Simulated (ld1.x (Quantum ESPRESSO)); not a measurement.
## Building the TM potential for manganese (Mn) (BP86, scalar-relativistic).

ld1.x (Quantum ESPRESSO) 7.5 was run on this input:

```
&input
   title='Mn', zed=25., rel=1, dft='BP', iswitch=3,
   config='[Ar] 3d5 4s2 4p0',
   nld=3, rlderiv=2.20, eminld=-6.0, emaxld=5.0, deld=0.02
 /
 &inputp
   pseudotype=2, tm=.true., lloc=0,
   nlcc=.true., rcore=0.75,
   file_pseudopw='Mn.UPF', file_wfcaegen='ae.wfc', file_wfcncgen='nc.wfc', file_beta='beta', file_chi='chi'
 /
3
3P  2  1   6.00   0.00  0.85  0.85  0.0
3D  3  2   5.00   0.00  1.45  1.45  0.0
4S  1  0   2.00   0.00  2.00  2.00  0.0
 &test
   configts(1)='3p6 3d5 4s2 4p0'
 /
```

Command:

```bash
ld1.x < Mn.in > Mn.out
```

Output (shortened: banner, matrices, multipoles, cross overlaps and the repeated all-electron block are left out):

```
Program LD1 v.7.5
     --------------------------- All-electron run ----------------------------

     Mn
     scalar relativistic calculation

     atomic number is 25.00
     dft =BP   lsd =0 sic =0 latt =0  beta=0.20 tr2=1.0E-14
     Exchange-correlation= BP
                           (   1   1   1   1   0   0   0)
     mesh =1187 r(mesh) = 100.09544 a.u. xmin = -7.00 dx = 0.01250
     1 Ry =  13.60569312 eV, c = 137.03599908

     n l     nl                  e(Ry)          e(Ha)          e(eV)
     1 0     1S 1( 2.00)      -472.7407      -236.3703     -6431.9649
     2 0     2S 1( 2.00)       -54.7090       -27.3545      -744.3541
     2 1     2P 1( 6.00)       -46.3445       -23.1723      -630.5493
     3 0     3S 1( 2.00)        -6.3187        -3.1593       -85.9696
     3 1     3P 1( 6.00)        -4.0198        -2.0099       -54.6922
     3 2     3D 1( 5.00)        -0.5079        -0.2540        -6.9104
     4 0     4S 1( 2.00)        -0.3873        -0.1936        -5.2695
     4 1     4P 1( 0.00)        -0.1078        -0.0539        -1.4668

     final scf error:  3.0E-15 reached in  28 iterations

     Etot =   -2317.420821 Ry,   -1158.710411 Ha,  -31530.116532 eV

     Ekin =    2342.968349 Ry,    1171.484175 Ha,   31877.708356 eV
     Encl =   -5530.971512 Ry,   -2765.485756 Ha,  -75252.701067 eV
     Eh   =     975.267897 Ry,     487.633948 Ha,   13269.195713 eV
     Exc  =    -104.685555 Ry,     -52.342777 Ha,   -1424.319533 eV

     normalization and overlap integrals

     s(1S/1S) =  1.000000  <r> =   0.0609  <r2> =    0.0050  r(max) =   0.0400
     s(2S/2S) =  1.000000  <r> =   0.2794  <r2> =    0.0922  r(max) =   0.2331
     s(2P/2P) =  1.000000  <r> =   0.2471  <r2> =    0.0751  r(max) =   0.1885
     s(3S/3S) =  1.000000  <r> =   0.8514  <r2> =    0.8370  r(max) =   0.7361
     s(3P/3P) =  1.000000  <r> =   0.9042  <r2> =    0.9651  r(max) =   0.7547
     s(3D/3D) =  1.000000  <r> =   1.2244  <r2> =    2.0323  r(max) =   0.7642
     s(4S/4S) =  1.000000  <r> =   3.0762  <r2> =   10.9816  r(max) =   2.5058
     s(4P/4P) =  1.000000  <r> =   4.4121  <r2> =   23.3458  r(max) =   3.3825

     ------------------------ End of All-electron run ------------------------

     --------------------- Generating NC pseudopotential ---------------------

      Generating local pot.: lloc=0, matching radius rcloc =   2.0000

      Computing core charge for nlcc:

       r > 0.75 : true rho core
       r < 0.75 : rho core = a sin(br)/r    a=   5.20  b=   2.96

      Integrated core pseudo-charge :   2.48

      Wfc   3P  rcut= 0.845  Using Troullier-Martins method

      Wfc   3D  rcut= 1.464  Using Troullier-Martins method

     ------------------- End of pseudopotential generation -------------------

     Computing logarithmic derivative in   2.19766
     Computing logarithmic derivative in   2.19766
     Computing the partial wave expansion
       no projector for channel:   0
     R is outside the sphere for l=    1 j= 0.00
     R is outside the sphere for l=    2 j= 0.00

     ---------------------- Testing the pseudopotential ----------------------

     Mn
     scalar relativistic calculation

     atomic number is 25.00   valence charge is 13.00
     dft =BP   lsd =0 sic =0 latt =0  beta=0.20 tr2=1.0E-14
     mesh =1187 r(mesh) = 100.09544 xmin = -7.00 dx = 0.01250

     n l     nl             e AE (Ry)        e PS (Ry)    De AE-PS (Ry)
     2 1     3P   1( 6.00)       -4.01980       -4.01991        0.00011
     3 2     3D   1( 5.00)       -0.50791       -0.50791        0.00000
     1 0     4S   1( 2.00)       -0.38730       -0.38730       -0.00000
     3 1     4P   1( 0.00)       -0.10781       -0.07100       -0.03681  !

     eps = 9.6E-15  iter = 14

     Etot =   -2317.420821 Ry,   -1158.710411 Ha,  -31530.116532 eV
     Etotps =  -149.912699 Ry,     -74.956349 Ha,   -2039.666173 eV

     Ekin =      92.657956 Ry,      46.328978 Ha,    1260.675717 eV
     Encl =    -214.400408 Ry,    -107.200204 Ha,   -2917.066160 eV
     Ehrt =     123.392547 Ry,      61.696274 Ha,    1678.841129 eV
     Ecxc =     -23.725150 Ry,     -11.862575 Ha,    -322.797111 eV
     (Ecc =      -3.145930 Ry,      -1.572965 Ha,     -42.802561 eV)
     Epseu=    -127.837644 Ry,     -63.918822 Ha,   -1739.319749 eV

     ---------------------- End of pseudopotential test ----------------------
```

Generation and configuration tests took about 4.3 s on one core of a shared server CPU.

Transferability test of the new file with ld1.x, input:

```
&input
   title='Mn', zed=25., rel=1, dft='BP', iswitch=2,
   config='[Ar] 3d5 4s2 4p0'
 /
 &test
   file_pseudo='Mn.UPF', nconf=8,
   configts(1)='3p6 3d5 4s2 4p0',
   configts(2)='3p6 3d5 4s1 4p0',
   configts(3)='3p6 3d5 4s0 4p0',
   configts(4)='3p6 3d4 4s0 4p0',
   configts(5)='3p6 3d5 4s1.5 4p0',
   configts(6)='3p6 3d6 4s1 4p0',
   configts(7)='3p6 3d3 4s0 4p0',
   configts(8)='3p6 3d5 4s0 4p2'
 /
```

```bash
ld1.x < Mn.test.in > Mn.test.out
```

Pseudopotential blocks of its output, shortened (energy terms left out; the distinct warnings before each block abridged to one line each):

```
     ---------------------- Testing the pseudopotential ----------------------

     n l     nl             e AE (Ry)        e PS (Ry)    De AE-PS (Ry)
     2 1     3P   1( 6.00)       -4.01980       -4.01991        0.00011
     3 2     3D   1( 5.00)       -0.50791       -0.50791        0.00000
     1 0     4S   1( 2.00)       -0.38730       -0.38730       -0.00000
     3 1     4P   1( 0.00)       -0.10781       -0.07100       -0.03681  !

     eps = 7.0E-15  iter = 18

     Etot =   -2317.420821 Ry,   -1158.710411 Ha,  -31530.116532 eV
     Etotps =  -149.912697 Ry,     -74.956349 Ha,   -2039.666154 eV

     ---------------------- End of pseudopotential test ----------------------

          ---------------------- Testing the pseudopotential ----------------------

     n l     nl             e AE (Ry)        e PS (Ry)    De AE-PS (Ry)
     2 1     3P   1( 6.00)       -4.62722       -4.62147       -0.00575  !
     3 2     3D   1( 5.00)       -1.10783       -1.10458       -0.00324
     1 0     4S   1( 1.00)       -0.88821       -0.88911        0.00090
     3 1     4P   1( 0.00)       -0.53852       -0.46362       -0.07490  !

     eps = 4.5E-16  iter =  9

     Etot =   -2316.788324 Ry,   -1158.394162 Ha,  -31521.510968 eV
     Etotps =  -149.279807 Ry,     -74.639904 Ha,   -2031.055244 eV
     dEtot_ae =       0.632497 Ry
     dEtot_ps =       0.632890 Ry,   Delta E=      -0.000393 Ry

     ---------------------- End of pseudopotential test ----------------------

          ---------------------- Testing the pseudopotential ----------------------

     n l     nl             e AE (Ry)        e PS (Ry)    De AE-PS (Ry)
     2 1     3P   1( 6.00)       -5.32674       -5.31570       -0.01104  !
     3 2     3D   1( 5.00)       -1.79280       -1.78753       -0.00527  !
     1 0     4S   1( 0.00)       -1.41667       -1.42174        0.00508  !
     3 1     4P   1( 0.00)       -1.00170       -0.88446       -0.11723  !

     eps = 3.3E-16  iter = 11

     Etot =   -2315.633944 Ry,   -1157.816972 Ha,  -31505.804834 eV
     Etotps =  -148.122909 Ry,     -74.061454 Ha,   -2015.314838 eV
     dEtot_ae =       1.786877 Ry
     dEtot_ps =       1.789789 Ry,   Delta E=      -0.002912 Ry

     ---------------------- End of pseudopotential test ----------------------

          Warning: n=2, l=1 expected 0 nodes, found 1
     ---------------------- Testing the pseudopotential ----------------------

     n l     nl             e AE (Ry)        e PS (Ry)    De AE-PS (Ry)
     2 1     3P   1( 6.00)       -6.63894       -6.68666        0.04771  !
     3 2     3D   1( 4.00)       -3.03184       -3.06468        0.03283  !
     1 0     4S   1( 0.00)       -2.18657       -2.19927        0.01271  !
     3 1     4P   1( 0.00)       -1.68577       -1.48051       -0.20526  !

     eps = 5.1E-15  iter = 13

     Etot =   -2313.239525 Ry,   -1156.619762 Ha,  -31473.227092 eV
     Etotps =  -145.715166 Ry,     -72.857583 Ha,   -1982.555838 eV
     dEtot_ae =       4.181297 Ry
     dEtot_ps =       4.197531 Ry,   Delta E=      -0.016234 Ry

     ---------------------- End of pseudopotential test ----------------------

          ---------------------- Testing the pseudopotential ----------------------

     n l     nl             e AE (Ry)        e PS (Ry)    De AE-PS (Ry)
     2 1     3P   1( 6.00)       -4.30986       -4.30716       -0.00270
     3 2     3D   1( 5.00)       -0.79498       -0.79338       -0.00160
     1 0     4S   1( 1.50)       -0.62993       -0.63021        0.00028
     3 1     4P   1( 0.00)       -0.31340       -0.25760       -0.05581  !

     eps = 5.5E-15  iter = 15

     Etot =   -2317.167306 Ry,   -1158.583653 Ha,  -31526.667283 eV
     Etotps =  -149.659099 Ry,     -74.829550 Ha,   -2036.215780 eV
     dEtot_ae =       0.253515 Ry
     dEtot_ps =       0.253598 Ry,   Delta E=      -0.000083 Ry

     ---------------------- End of pseudopotential test ----------------------

          ---------------------- Testing the pseudopotential ----------------------

     n l     nl             e AE (Ry)        e PS (Ry)    De AE-PS (Ry)
     2 1     3P   1( 6.00)       -3.71858       -3.69148       -0.02710  !
     3 2     3D   1( 6.00)       -0.25964       -0.24554       -0.01410  !
     1 0     4S   1( 1.00)       -0.31722       -0.32301        0.00579  !
     3 1     4P   1( 0.00)       -0.07487       -0.05243       -0.02244  !

     eps = 5.6E-15  iter = 24

     Etot =   -2317.445347 Ry,   -1158.722673 Ha,  -31530.450219 eV
     Etotps =  -149.925445 Ry,     -74.962723 Ha,   -2039.839598 eV
     dEtot_ae =      -0.024526 Ry
     dEtot_ps =      -0.012748 Ry,   Delta E=      -0.011778 Ry

     ---------------------- End of pseudopotential test ----------------------

          ---------------------- Testing the pseudopotential ----------------------

     n l     nl             e AE (Ry)        e PS (Ry)    De AE-PS (Ry)
     2 1     3P   1( 6.00)       -8.13568       -8.24083        0.10515  !
     3 2     3D   1( 3.00)       -4.46646       -4.52753        0.06107  !
     1 0     4S   1( 0.00)       -3.06102       -3.10291        0.04189  !
     3 1     4P   1( 0.00)       -2.48367       -2.16356       -0.32011  !

     eps = 4.4E-15  iter = 12

     Etot =   -2309.505368 Ry,   -1154.752684 Ha,  -31422.421299 eV
     Etotps =  -141.931910 Ry,     -70.965955 Ha,   -1931.082011 eV
     dEtot_ae =       7.915454 Ry
     dEtot_ps =       7.980787 Ry,   Delta E=      -0.065334 Ry

     ---------------------- End of pseudopotential test ----------------------

          ---------------------- Testing the pseudopotential ----------------------

     n l     nl             e AE (Ry)        e PS (Ry)    De AE-PS (Ry)
     2 1     3P   1( 6.00)       -4.24403       -4.34274        0.09871  !
     3 2     3D   1( 5.00)       -0.72179       -0.81923        0.09744  !
     1 0     4S   1( 0.00)       -0.51832       -0.58043        0.06211  !
     3 1     4P   1( 2.00)       -0.20950       -0.19849       -0.01101  !

     eps = 2.9E-15  iter = 25

     Etot =   -2316.832763 Ry,   -1158.416382 Ha,  -31522.115591 eV
     Etotps =  -149.215859 Ry,     -74.607929 Ha,   -2030.185185 eV
     dEtot_ae =       0.588058 Ry
     dEtot_ps =       0.696838 Ry,   Delta E=      -0.108780 Ry

     ---------------------- End of pseudopotential test ----------------------
```
